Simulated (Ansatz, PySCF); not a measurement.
Energy difference R1 → P1 + P2, each structure at its B3LYP-D3(BJ)/def2-TZVP stationary point, reached from a drawn start (curvature not checked).
R1, AlH3 (SMILES [AlH3]) (charge 0, multiplicity 1):
```xyz
4

Al     0.00005    -0.00001     0.00061
H      1.58039    -0.00968    -0.00943
H     -0.78179     1.37347    -0.00179
H     -0.79855    -1.36379     0.01071
```
P1: AlH (SMILES [AlH]), charge 0, multiplicity 1.
P2, H2 (SMILES [H][H]) (charge 0, multiplicity 1):
```xyz
2

H      0.000     0.000     0.372
H      0.000     0.000    -0.372
```

P less R. No zero-point or thermal terms.

Correlated levels freeze the cores.

Run with Ansatz (Gaussian basis) for Hartree–Fock, density functionals and correlated methods; PySCF for the D3/D4 terms. All values are computed, each at the level named.

```tsv
level	reaction energy (kJ/mol)
PBE/def2-TZVPP	123.5
BLYP-D4/def2-TZVPP	115.1
revPBE-D3(BJ)/def2-TZVPP	118.2
r2SCAN-D4/def2-TZVPP	144.6
B3LYP-D4/def2-TZVPP	125.4
CAM-B3LYP-D4/def2-TZVPP	136.6
MP2/cc-pV(T+d)Z	133.3
SCS-MP2/cc-pV(D+d)Z	128.9
CCSD/cc-pV(D+d)Z	___
```

Fill in the missing entries.


- CCSD/cc-pV(D+d)Z, reaction energy (kJ/mol): 116.6

Ansatz is a program for electronic structure.
